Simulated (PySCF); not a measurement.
Molecule: `N#C[SiH2][SiH2][SiH2]N`, CH₈N₂Si₃.

Molfile (atoms numbered from 1):
```
CH8N2Si3
     RDKit          3D

 14 13  0  0  0  0  0  0  0  0999 V2000
   -0.9529    2.4968    0.9949 N   0  0  0  0  0  0  0  0  0  0  0  0
   -1.4152    1.4466    0.8200 C   0  0  0  0  0  0  0  0  0  0  0  0
   -1.9965   -0.3053    0.5226 Si  0  0  0  0  0  4  0  0  0  0  0  0
   -0.3485   -1.3552   -0.7940 Si  0  0  0  0  0  4  0  0  0  0  0  0
    1.5592    0.0572   -0.8613 Si  0  0  0  0  0  4  0  0  0  0  0  0
    1.9448    0.8286    0.6308 N   0  0  0  0  0  0  0  0  0  0  0  0
   -3.3432   -0.1964   -0.1079 H   0  0  0  0  0  0  0  0  0  0  0  0
   -2.1266   -0.9038    1.8831 H   0  0  0  0  0  0  0  0  0  0  0  0
   -0.9417   -1.6197   -2.1444 H   0  0  0  0  0  0  0  0  0  0  0  0
   -0.0825   -2.6765   -0.1381 H   0  0  0  0  0  0  0  0  0  0  0  0
    1.2568    1.1019   -1.8842 H   0  0  0  0  0  0  0  0  0  0  0  0
    2.7176   -0.7822   -1.2954 H   0  0  0  0  0  0  0  0  0  0  0  0
    1.3693    1.5994    0.9565 H   0  0  0  0  0  0  0  0  0  0  0  0
    2.3540    0.3113    1.3994 H   0  0  0  0  0  0  0  0  0  0  0  0
  1  2  3  0
  2  3  1  0
  3  4  1  0
  4  5  1  0
  5  6  1  0
  3  7  1  0
  3  8  1  0
  4  9  1  0
  4 10  1  0
  5 11  1  0
  5 12  1  0
  6 13  1  0
  6 14  1  0
M  END
```

Geometry PBE0-D3(BJ)/def2-SVP throughout; GIAO in PySCF, gas phase, one conformer, non-relativistic; equivalent atoms averaged; functional PBE0.

**Question.** How do the shifts δ (against NH3, TMS at the same level) depend on the basis set? (a selection of nuclei; ppm; last column core-seconds on shared hosts with different chips, so compare them loosely)

**Answer.** 
```tsv
basis set	functions	N1	N6	C2	Si5	Si3	H11/H12	H7/H8	H9/H10	H13/H14	core-s
STO-3G	50	263.2	-41.8	104.8	-40.6	-65.9	2.52	2.24	1.67	-1.36	4.7
6-31G	82	328.5	-18.5	123.2	-25.4	-72.7	5.06	4.12	3.03	-0.45	9
6-31G*	112	320.3	-8.3	115.3	-23.3	-72.0	5.54	4.37	3.38	0.03	12
def2-SVP	136	341.4	-2.4	119.1	-53.8	-99.5	5.27	4.18	3.29	0.15	14
pcSseg-1	163	373.6	0.3	128.7	-49.8	-96.6	5.29	4.28	3.31	0.49	16
6-311+G(2d,p)	234	355.3	1.1	127.6	-48.4	-97.8	5.62	4.56	3.65	0.37	34
def2-TZVP	252	363.3	3.3	128.7	-50.2	-99.4	5.64	4.54	3.65	0.32	48
```

**Question.** Which nucleus among those listed moves most, in ppm?

**Answer.** N1 (nitrile nitrogen): from 263.2 ppm with STO-3G to 373.6 ppm with pcSseg-1. The smallest spread is 1.85 ppm, at H13/H14. Proton shifts span only some 12 ppm, so a few tenths of a ppm matter as much there as several ppm in carbon.

**Question.** Taking the largest basis, def2-TZVP (252 functions), as the yardstick, rank the others by their worst heavy-atom deviation.

**Answer.** 6-311+G(2d,p) 8.0 ppm (234 functions), pcSseg-1 10.3 ppm (163 functions), def2-SVP 21.9 ppm (136 functions), 6-31G 34.8 ppm (82 functions), 6-31G* 43.0 ppm (112 functions), STO-3G 100.1 ppm (50 functions).

A small basis that lands close on one nucleus may do so by chance; judge by the trend and by all nuclei.
